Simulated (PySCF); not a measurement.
C5H3F4O: g tensor and hyperfine couplings

Species: C₅H₃F₄O (doublet state).
Geometry (GFN2-xTB, Å), atoms numbered from 1 in this order:
```
atom  x, y, z in Å
F1    -0.648    2.109    0.864
C2    -0.785    0.938    0.243
C3    -1.655    0.626   -0.733
O4    -1.528   -0.662   -1.108
C5    -0.574   -1.240   -0.345
C6     0.067   -0.258    0.571
C7     1.569   -0.035    0.245
F8     2.259   -1.175    0.384
F9     2.137    0.864    1.051
F10    1.754    0.381   -1.011
H11   -2.403    1.218   -1.221
H12   -0.251   -2.227   -0.595
H13    0.053   -0.538    1.637
```

The hyperfine couplings belong to this conformer and change with its torsions.

The species is `FC1=CO[CH][C@H]1C(F)(F)F` [radical].

Method: UKS B3LYP, pcH-1 on C F H O, non-relativistic, mean-field spin-orbit, GIAO in PySCF 2.14.0. Isolated species at its GFN2-xTB geometry, gas phase. A GFN2-xTB geometry isn't a minimum of the functional, and hyperfine couplings can be far from their values at a DFT geometry. No stability test was run, so a lower SCF solution isn't excluded.

```json
{
 "g1, g2, g3": "2.00219, 2.00344, 2.00446",
 "g_iso": "2.00336",
 "Form of g": "rhombic: the two nearest values differ by 45 % of g3 − g1",
 "⟨S²⟩": "0.7561 (exact 0.7500)",
 "α and β electrons": "39, 38",
 "Total energy": "-666.86870 Eh"
}
```

Hyperfine couplings atom by atom, in G; T1 to T3 are the principal values of the dipolar part; ρ(0) is the spin density at the nucleus (MHz turned into gauss with g_iso; 10 G = 1 mT):

```tsv
atom	isotope	a_iso	T1	T2	T3	Mulliken spin population	ρ(0) (bohr⁻³)
F1	19F	3.9	-8.2	-6.5	14.6	0.00	0.0026
C2	13C	4.0	-3.4	-2.3	5.7	0.10	0.0099
C3	13C	-3.2	-3.0	1.0	2.1	-0.05	-0.0081
O4	17O	-6.4	-19.1	9.1	10.0	0.09	0.0296
C5	13C	34.3	-26.7	-26.1	52.8	0.85	0.0856
C6	13C	-13.4	-0.6	-0.3	0.8	-0.07	-0.0334
C7	13C	43.8	-2.8	-2.6	5.4	0.06	0.1091
F8	19F	0.2	-2.8	-1.0	3.8	0.00	0.0002
F9	19F	5.7	-5.7	-5.2	10.9	0.00	0.0038
F10	19F	1.0	-2.6	-0.3	2.9	0.00	0.0007
H11	1H	0.2	-1.0	-0.6	1.6	0.00	0.0001
H12	1H	-21.2	-12.4	-0.3	12.8	-0.04	-0.0133
H13	1H	49.1	-1.5	-1.2	2.7	0.06	0.0308
```

The largest Mulliken spin populations are on C5 (+0.85), C2 (+0.10), O4 (+0.09) and C6 (-0.07). No atom but C5 exceeds +0.15. The positive populations add up to 1.16 and the negative ones to -0.16, together 2S = 1. The angles at C5 add up to 358.7°, so it is planar; its axial dipolar tensor and the negative coupling of its proton fit spin in a p orbital normal to that plane.

Axes: g3 points within 8° of the C5–H12 bond.

Under fast tumbling the dipolar parts average out, and these isotropic splittings remain: 1 × 1H (H13, I = 1/2, 2 lines) with 4.91 mT, 1 × 1H (H12, I = 1/2, 2 lines) with 2.12 mT, 1 × 19F (F1, I = 1/2, 2 lines) with 0.39 mT and 3 × 19F (F8/F9/F10, I = 1/2, 4 lines) with 0.23 mT.

Nuclei that the bonding pattern makes equivalent are averaged, as if the motion that swaps them (rotation, inversion, ring flip) were fast. The three 19F nuclei of mean +6.5 MHz run from 0.7 to 15.9 MHz in the frozen geometry.

The 13C coupling of C7 (122.7 MHz) shows only in satellite lines or after enrichment, since that isotope makes up about 1.07 % of natural carbon.

The 17O coupling of O4 (-18.0 MHz) shows only in satellite lines or after enrichment, since that isotope makes up about 0.038 % of natural oxygen.
